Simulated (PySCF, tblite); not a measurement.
Isomers of C4H8F2SSi, one GFN2-xTB conformer each. Single-point energies are computed at PBE0/pcSseg-1 (PySCF, gas phase, no added dispersion term), electronic only.

Question: Rank them by PBE0/pcSseg-1 energy, lowest first (kJ/mol).
A. `[CH3:1][C@@:2]([F:3])([SiH3:4])[C:5](=[S:6])[CH2:7][F:8]` with C1–C2–C5–S6 -37°, C2–C5–C7–F8 49°
B. `[F:1][C@@H:2]1[CH2:3][S:4][C@@:5]([F:6])([SiH3:7])[CH2:8]1` with F1–C2–C3–S4 -167°, C2–C3–S4–C5 28°, C3–S4–C5–F6 113°, S4–C5–C8–C2 -23°
C. `[CH2:1]=[C:2]([CH3:3])[S:4][C@@H:5]([F:6])[SiH2:7][F:8]` with C1–C2–S4–C5 21°, C2–S4–C5–F6 -74°, S4–C5–Si7–F8 119°

Answer: C (0.0), B (87.7), A (162.2).

As drawn, the lowest has an Si–F bond and a C=C bond outside aromatic rings, which the highest lacks; the highest has a C=S bond, which the lowest lacks. GFN2-xTB itself gives, in the same order: 0.0, 60.5, 128.9. Both levels put the same isomer lowest; measured from each level's own lowest isomer, the values differ by up to 33.3 kJ/mol (C[C@@](F)([SiH3])C(=S)CF: 128.9 against 162.2).

Q: Which frontier levels, dipoles and rotational constants go with these structures?

A: 
```
                      SMILES  HOMO (eV, PBE0/pcSseg-1)  LUMO (eV)  dipole (D)       A, B, C (MHz)
     C=C(C)S[C@@H](F)[SiH2]F                     -6.87      -0.49        2.25  2134, 865.7, 804.7
F[C@@H]1CS[C@@](F)([SiH3])C1                     -7.03       0.02        1.63   2089, 1016, 903.7
    C[C@@](F)([SiH3])C(=S)CF                     -6.80      -2.63        0.99    1469, 1304, 1004
```

Q: What happens when harmonic zero-point energies from GFN2-xTB frequencies are added?

A: 
```tsv
SMILES	ZPE (kJ/mol)	electronic (kJ/mol)	with ZPE (kJ/mol)
C=C(C)S[C@@H](F)[SiH2]F	284.5	0.0	0.0
F[C@@H]1CS[C@@](F)([SiH3])C1	284.4	87.7	87.6
C[C@@](F)([SiH3])C(=S)CF	279.1	162.2	156.8
```

The zero-point energies span 5.4 kJ/mol. The order is unchanged.
